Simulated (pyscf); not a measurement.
Br–Si(Br)(Br)–Br, singlet

Gas-phase minimum from PySCF at ωB97X-D3(BJ)/def2-SVP, one conformer. 

```
Si
Br 1 2.1887
Br 1 2.1887 2 109.46
Br 1 2.1888 2 109.47 3 119.99
Br 1 2.1888 2 109.47 3 -120.01
```
Charge 0, spin multiplicity 1.

Properties at ωB97X-D3(BJ)/def2-SVP:

```json
{
  "harmonic_wavenumbers_unscaled": "87, 87, 136, 136, 136, 261, 528, 528, 528 cm⁻¹",
  "zero_point_energy": "3.5 kcal/mol",
  "rotational_symmetry_number": "12",
  "Entropy of this conformer at 298 K and 1 atm, rigid rotor and harmonic oscillator, modes under 100 cm⁻¹ raised to 100": "375.1 J/(mol K)",
  "dipole_moment": "0.00 D"
}
```

Single-point totals, which compare only within one level:

```tsv
level	total energy (hartree)
ωB97X-D3(BJ)/def2-TZVP	-10586.01390
PBE/def2-TZVP	-10584.62968
r²SCAN/def2-TZVP	-10586.24324
B3LYP-D3(BJ)/def2-TZVP	-10586.46365
PBE0-D3(BJ)/def2-TZVP	-10585.02535
M06-2X/def2-TZVP	-10586.45809
ωB97M-D3(BJ)/def2-TZVP	-10586.38553
```

Elements up to Kr have no core potential and no relativistic terms here.
